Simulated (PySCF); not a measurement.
Electron correlation in Ti (titanium, neutral)

[Ar] 3d2 4s2, high-spin 3F determinant. Calculation: PySCF 2.14, in cc-pVTZ-DK (7s6p4d2f1g, 68 functions); scalar relativity by spin-free X2C-1e. Frozen: [Ar]; 4 electrons correlated.

MP2 pair energies summed by pair of shells (mhartree):

```csv
pair,energy,share (%)
4s-4s,-20.90,52.1
3d-4s,-14.28,35.6
3d-3d,-4.92,12.3
```

Total MP2 correlation energy: -40.10 mhartree.

Same-spin part -10.62 and opposite-spin part -29.48 mhartree; SCS-MP2 scales them by 1/3 and 6/5 to -38.92 mhartree.
